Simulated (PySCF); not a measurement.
Compound: C₇H₁₃OPSi.
Geometry (GFN2-xTB, Å), atoms numbered from 1 in this order:
```
atom  x, y, z in Å
C1    -2.5115   -1.7415   -0.2288
C2    -1.7492   -0.7385   -1.0960
C3    -0.5029   -0.3083   -0.4073
C4     0.7617   -0.5818   -0.7416
C5     1.8026   -0.0434    0.1358
Si6    3.6226   -0.3884   -0.2083
C7     1.3254    0.6821    1.1587
P8    -0.4875    0.7239    1.1048
C9    -0.9760    2.4076    0.5588
O10   -1.2272    0.2656    2.2897
H11   -3.4532   -2.0131   -0.7008
H12   -1.9186   -2.6421   -0.0866
H13   -2.7147   -1.3072    0.7466
H14   -2.3871    0.1337   -1.2687
H15   -1.5056   -1.1853   -2.0643
H16    1.0415   -1.1736   -1.6010
H17    3.8282   -1.8375   -0.2378
H18    3.9498    0.1810   -1.5191
H19    4.4324    0.2366    0.8348
H20    1.9216    1.1511    1.9223
H21   -0.4423    2.7125   -0.3358
H22   -0.7650    3.0937    1.3772
H23   -2.0497    2.4000    0.3775
```

Probes without a nucleus sit at each ring's centroid and 1 Å off its mean plane on both sides; NICS is minus the shielding there, NICSzz its component along the normal. Level: GIAO PBE0/pcSseg-1 (PySCF, non-relativistic, gas phase) on the GFN2-xTB geometry, one conformer.

Ring bond lengths (Å), with Mayer bond orders in brackets: C3–C4 1.336 (1.79), C4–C5 1.464 (1.04), C5–C7 1.342 (1.78), C7–P8 1.814 (0.83), P8–C3 1.831 (0.79).

Problem. What do the NICS probes read (ppm)?

Solution. 
| ring | type | NICS(0) | NICS(1), two faces | NICS(1)zz, two faces | rms pucker (Å) | centre to ring atoms, mean (Å) |
| --- | --- | --- | --- | --- | --- | --- |
| C3–C4–C5–C7–P8 | 5-membered ring with P; formal bonds 2 double, 3 single | 1.7 | -2.5 / -1.2 | 2.7 / 2.8 | 0.00 | 1.32 |

Problem. What can be read from them?

Solution. 
- C3–C4–C5–C7–P8: mean NICS(1)zz 2.7 ppm, near zero. P8 has four or more neighbours, and the NICS criterion for π rings isn't applied.

Problem. At the first NICS(1) probe listed for ring C3–C4–C5–C7–P8, 1 Å off the ring, how large is the induced field along the normal in 7.05 T applied along it?

Solution. NICSzz × B0 = 2.7 ppm × 7.05 T = 19 μT, along the applied field.

Problem. How shielded are the nuclei of the rings and their hydrogens (means over atoms taken as equivalent)?

Solution. 
```csv
atoms,environment,σ isotropic (ppm),"principal values of the symmetric part, first atom (ppm)"
C3,fully substituted alkene carbon,30.2,"-65.8, 3.3, 153.0"
C4,alkene CH carbon,48.4,"-54.6, 68.6, 131.2"
C5,fully substituted alkene carbon,33.3,"-82.4, 16.2, 166.0"
C7,alkene CH carbon,37.9,"-67.7, 37.9, 143.4"
P8,phosphoryl phosphorus,291.6,"188.9, 258.2, 427.5"
H16,vinylic hydrogen,25.39,"22.8, 23.5, 29.8"
H20,vinylic hydrogen,25.09,"22.4, 25.2, 27.7"
```

The run took about 2.9 min of CPU time (one thread, shared machine). This is the whole shielding run at PBE0/pcSseg-1, SCF included.
